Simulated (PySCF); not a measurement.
Does the answer move with the share of exact exchange?

Species: C2H8Si3.
Geometry (PBE0-D3(BJ)/def2-SVP, Å), atoms numbered from 1 in this order:
```xyz
13
C2H8Si3 angstrom
C      2.4125    1.5743   -0.5545
C      2.0176    0.5256   -0.0789
Si     1.3299   -1.0135    0.6472
Si    -0.8689   -0.5289    1.3031
Si    -2.0160    0.3001   -0.5662
H      2.7691    2.4975   -0.9760
H      2.1874   -1.4529    1.7885
H      1.3262   -2.0850   -0.3947
H     -1.5345   -1.7657    1.8233
H     -0.8457    0.4993    2.3905
H     -1.3334    1.5342   -1.0594
H     -2.0028   -0.7297   -1.6508
H     -3.4357    0.6276   -0.2295
```

PySCF, pcSseg-1 basis, density fitting, gas phase, PBE0-D3(BJ)/def2-SVP geometry. One functional is left out:

```tsv
functional	exact exchange (%)	HOMO energy (eV)	LUMO energy (eV)	dipole moment (D)
B97-D	0	-6.65	-1.13	0.381
BLYP	0	-6.52	-1.07	0.368
BP86	0	-6.80	-1.35	0.382
LDA	0	-6.82	-1.45	0.347
OPBE	0	-6.68	-1.15	0.400
PBE	0	-6.70	-1.26	0.382
B3LYP	20	-7.57	-0.55	0.385
B97-2	21	-7.56	-0.42	0.404
PBE0	25	-7.80	-0.40	0.406
BHandHLYP	50	-8.74	0.59	0.414
```

Q: Predict the row of mPW1PW91 (25 % exact exchange) by straight lines through the other rows, and check it.

A: 
```json
{"property": "HOMO energy (eV)", "line": "-7.74", "computed": "-7.82", "computed − line": "-0.08", "PBE0 (25 %), for comparison": "-7.80"}
{"property": "LUMO energy (eV)", "line": "-0.33", "computed": "-0.40", "computed − line": "-0.07", "PBE0 (25 %), for comparison": "-0.40"}
{"property": "dipole moment (D)", "line": "0.398", "computed": "0.401", "computed − line": "+0.003", "PBE0 (25 %), for comparison": "0.406"}
```

Q: Which of these properties follows the share of exact exchange most closely, and which least?

A: Most closely the HOMO energy, least the dipole moment; the correlations over the tabulated rows are HOMO energy -0.993, LUMO energy 0.984, dipole moment 0.701. The HOMO energy moves by -0.415 eV for every 10 %. Functionals with the same share still differ in their other parts: at 0 % BLYP and LDA differ by 0.30 eV in it.
